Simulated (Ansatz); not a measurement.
Cost against result

Saddle point of HfH2Cl4, singlet (HfCl₄ ([Cl][Hf]([Cl])([Cl])[Cl]) + H₂ → HfHCl₃ ([Cl][HfH]([Cl])[Cl]) + HCl (still joined by a long Hf–Cl bond); bonds formed: Hf1–H7, Cl2–H6; bonds broken: H6–H7; bonds weakened to dative contacts: Hf1–Cl2), PBE0-D4/def2-TZVP structure:

Hf1  (-0.433, -0.420, 0.304)
Cl2  (0.946, 1.308, -1.658)
Cl3  (-0.064, -2.080, -1.292)
Cl4  (-0.949, -1.560, 2.250)
Cl5  (-2.209, 1.054, -0.028)
H6  (1.600, 1.319, -0.537)
H7  (1.109, 0.380, 0.962)
(Å)

Barriers are electronic and count from the start structure reached by relaxing down the imaginary mode.

Ansatz 0.2.0; basis: as named in each row; cores frozen in the correlated methods. Core potentials replace the inner electrons of the atoms past krypton. B3LYP uses VWN-RPA correlation. Extrapolation: Hartree–Fock as exp(−7.88 √X), correlation as X^−2.97.

Times are rough, for one single point on 8 threads of a shared host (Arm Neoverse V1).

The estimate by CCSD(T) at an estimated basis limit (MP2 extrapolated from triple and quadruple zeta, plus CCSD(T) − MP2 in triple zeta) is 1.816 eV.

| method | basis | time (s) | barrier (eV) | method less estimate |
| --- | --- | --- | --- | --- |
| SPW92 | def2-SVP | under 1 | 1.520 | -0.296 |
| PBE-D4 | def2-SVP | under 1 | 1.710 | -0.105 |
| SPW92 | def2-TZVPP | under 1 | 1.542 | -0.274 |
| PBE0-D4 | def2-SVP | 1 | 1.716 | -0.100 |
| PBE-D4 | def2-TZVPP | 2 | 1.759 | -0.057 |
| BLYP-D4 | def2-TZVPP | 2 | 1.821 | 0.006 |
| B3LYP-D4 | def2-TZVPP | 2 | 1.819 | 0.003 |
| BHLYP-D4 | def2-TZVPP | 2 | 1.822 | 0.006 |
| PBE0-D4 | def2-TZVPP | 2 | 1.766 | -0.050 |
| CAM-B3LYP-D4 | def2-TZVPP | 3 | 1.780 | -0.035 |
| r2SCAN-D4 | def2-TZVPP | 4 | 1.850 | 0.034 |
| RPA on PBE | def2-TZVPP | 4 | 1.756 | -0.060 |
| B2PLYP | def2-TZVPP | 4 | 1.870 | 0.054 |
| PBE-QIDH | def2-TZVPP | 4 | 1.821 | 0.006 |
| CCSD(T) | def2-SVP | 4 | 1.781 | -0.034 |
| r2SCAN0-D4 | def2-TZVPP | 4 | 1.827 | 0.011 |
| wB97M-V | def2-SVP | 5 | 1.676 | -0.140 |
| wB97X-V | def2-TZVPP | 6 | 1.784 | -0.032 |
| B97M-V | def2-TZVPP | 8 | 1.741 | -0.075 |
| wB97M-V | def2-TZVPP | 8 | 1.765 | -0.051 |
| MP2 | def2-QZVPP | 10 | 1.909 | 0.093 |
| CCSD(T) | def2-TZVPP | 140 | 1.796 | -0.019 |

All methods are single points on the PBE0-D4 structures.

No T1 diagnostic of these runs exceeds 0.015.

Labels in which every atom is bracketed show which atoms are joined, not bond orders.
